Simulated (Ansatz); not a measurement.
The cluster Si₃O₃⁻. The state is a doublet with charge -1. Geometry r2SCAN-D4/def2-SVPD; atoms count from 1.

```xyz
6

Si    0.316   -0.536    0.949
Si   -0.981    0.050   -1.665
Si    0.918    1.643    0.215
O    -0.702   -0.997   -0.371
O     0.528   -1.560    2.113
O    -0.078    1.399   -1.240
```

The structure comes from a short search, and lower isomers may exist.

(1) Estimate the Mulliken populations from the PBE0/def2-TZVPD orbitals of Ansatz.

(2) Where does the spin sit?

(3) And the Mayer bond orders between heavy atoms (over 0.3)?

Results:

(1) 
| atom | charge (e) | spin (α − β) |
| --- | --- | --- |
| Si1 | 0.47 | 0.18 |
| Si2 | -0.10 | 0.05 |
| Si3 | -0.35 | 0.70 |
| O4 | -0.20 | 0.00 |
| O5 | -0.72 | 0.08 |
| O6 | -0.10 | -0.01 |
Mulliken values depend strongly on the basis. With diffuse functions, as here, like atoms can get unlike values, and bond orders can come out too low or too high.

(2) Summed by element: Si 0.93, O 0.07, of 1 unpaired in all. Largest on single atoms: Si3 0.70, Si1 0.18, O5 0.08.

(3) Si1–Si3 0.95 (2.38 Å); Si1–O4 0.99 (1.73 Å); Si1–O5 1.87 (1.56 Å); Si2–O4 0.90 (1.69 Å); Si2–O6 0.94 (1.68 Å); Si3–O6 0.71 (1.78 Å).
